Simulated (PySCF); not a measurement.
Si(H)2(Br)(OH), SMILES O[SiH2]Br, CAM-B3LYP/def2-SVP optimised geometry.

```
6

Si    -0.82    -0.30     0.00
O     -1.42    -1.12     1.30
Br     1.42    -0.30     0.00
H     -1.28    -1.02    -1.20
H     -1.22     1.12     0.00
H     -1.20    -0.82     2.19
```

Density from CAM-B3LYP/def2-TZVP in PySCF 2.14.0 at that geometry.

Minimum of the electron density along straight lines between bonded atoms, close to the bond critical point (lines longer than 1.1 times the sum of covalent radii, or with two minima, are not listed):

```csv
bond,length / Å,ρ at the minimum / e bohr⁻³,∇²ρ there / e bohr⁻⁵,position (fraction from the first atom)
Si1–O2,1.647,0.139,0.81,0.41
Si1–Br3,2.233,?,?,0.35
Si1–H4,1.475,0.129,0.12,0.49
Si1–H5,1.484,0.127,0.12,0.49
O2–H6,0.963,0.351,?,0.81
```

**Question.** What belongs in the gaps?

**Answer.** 
- Si1–Br3, ρ at the minimum / e bohr⁻³: 0.088
- Si1–Br3, ∇²ρ there / e bohr⁻⁵: 0.06
- O2–H6, ∇²ρ there / e bohr⁻⁵: -2.40
